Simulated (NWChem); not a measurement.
HfH2Cl2; SMILES [HfH2]([Cl])[Cl]

def2 effective core potentials on Hf; no spin-orbit coupling.

Problem. Give the equilibrium geometry at PBE0/def2-SVP with def2 effective core potentials on Hf (NWChem) as an XYZ file, with the point group.

Solution. point group C2v; any orientation.
```
5

Hf     0.0000     0.0000    -0.2766
Cl     1.9987     0.0000     0.9228
Cl    -1.9987     0.0000     0.9228
H      0.0000    -1.4669    -1.3729
H      0.0000     1.4669    -1.3729
```
